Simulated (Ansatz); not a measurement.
Species: C$_{2}$H$_{6}$BN, SMILES `B/C=N\C` (charge 0, multiplicity 1), formula C2H6BN.

How many basis functions does frozen-core CCSD(T)/cc-pVTZ // B3LYP-D3(BJ)/def2-TZVP in Ansatz (a program for electronic structure) use, how many core orbitals are frozen, and how many electrons are correlated?

204 basis functions and 4 frozen orbitals, which leaves 22 correlated electrons. Core time is of the order of minutes.
